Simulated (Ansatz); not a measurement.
`CC(C)[O][GaH][F]` and `CC(C)[O][InH][F]` differ in one element.

Ansatz, PBE0-D4/def2-TZVP geometries, multiplicity 1. Each molecule was computed in one conformer, which needn't be the lowest.

Elements past krypton have def2 core potentials. Scalar relativity is left out up to krypton.

```tsv
property	`CC(C)[O][GaH][F]`
size of the dipole moment (ωB97M-V/def2-TZVPP) / D	0.95
HOMO–LUMO gap (ωB97M-V/def2-TZVPP) / eV	11.35
HOMO–LUMO gap (B3LYP/def2-TZVPP) / eV	6.76
size of the dipole moment (B3LYP/def2-TZVPP) / D	1.00
HOMO energy (PBE0/def2-TZVPP) / eV	-8.14
LUMO energy (PBE/def2-TZVPP) / eV	-1.63
```

**Question.** Give the same properties after the change, and the shifts. (Estimate.)

**Answer.** Computed: 
```tsv
property	`CC(C)[O][InH][F]`	shift
size of the dipole moment (ωB97M-V/def2-TZVPP) / D	4.10	3.15
HOMO–LUMO gap (ωB97M-V/def2-TZVPP) / eV	10.37	-0.98
HOMO–LUMO gap (B3LYP/def2-TZVPP) / eV	6.03	-0.73
size of the dipole moment (B3LYP/def2-TZVPP) / D	4.11	3.11
HOMO energy (PBE0/def2-TZVPP) / eV	-7.87	0.27
LUMO energy (PBE/def2-TZVPP) / eV	-2.11	-0.48
```

With PBE0 the HOMO rises by 0.27 eV and the LUMO falls by 0.48 eV, so the gap narrows by about 0.75 eV. PBE moves the HOMO by 0.28 eV and ωB97M-V by 0.27 eV. Dipoles are sizes alone; their direction can turn.

B3LYP here is the variant with VWN-RPA as its local correlation; programs differ in this.
